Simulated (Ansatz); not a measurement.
Spin states of O2Ru (SMILES [O]=[Ru]=[O]), each relaxed at B3LYP-D3(BJ)/def2-TZVP; lowest solutions found, singlets restricted, no spin–orbit coupling, no relativity up to Kr.
Multiplicity 1 (charge 0, multiplicity 1):
```xyz
3

Ru     0.14609    -0.04425     0.15593
O      1.15992     0.24015    -1.14317
O     -1.33928    -0.14863     0.91692
```
Multiplicity 5 (charge 0, multiplicity 5):
```json
[
 {"atom": "Ru", "x (Å)": "0.3813", "y (Å)": "-0.1340", "z (Å)": "0.4243"},
 {"atom": "O", "x (Å)": "0.9014", "y (Å)": "0.2631", "z (Å)": "-1.1612"},
 {"atom": "O", "x (Å)": "-1.3160", "y (Å)": "-0.0818", "z (Å)": "0.6666"}
]
```

Run with Ansatz (an electronic-structure program). Values without a source in brackets are computed. In def2 rows elements past Kr take small-core potentials, without spin–orbit coupling.

The energy of multiplicity 5 less that of multiplicity 1 (kcal/mol) and the share of exact exchange:

| functional | exact exchange (%) | value |
|---|---|---|
| PBE/def2-TZVPP | 0 | 18.92 |
| PBE0/def2-TZVPP | 25 | 15.98 |
| BLYP/def2-TZVPP | 0 | 20.80 |
| B3LYP/def2-TZVPP | 20 | 19.34 |
| BHLYP/def2-TZVPP | 50 | 13.90 |
| r2SCAN/def2-TZVPP | 0 | 7.09 |
| r2SCANh/def2-TZVPP | 10 | 6.81 |

Task: Take the value as linear in the share of exact exchange along PBE and PBE0. Give the slope, say whether the sign turns, and set the other functionals against that line.

Result: 
Slope: (15.98 − (18.92))/2.5 = -1.18 kcal/mol for each 10 %. The line keeps its sign from 0 to 100 %. At 50 % it gives 13.0 kcal/mol. The LYP pair gives (13.90 − (20.80))/5 = -1.38 for each 10 %. BHLYP, at 50 %, lies 0.9 from the PBE line. B3LYP, at 20 %, lies 2.8 from the PBE line. r2SCAN, with none, stands -11.8 from PBE. The r2SCAN pair gives -0.28 for 10 %.
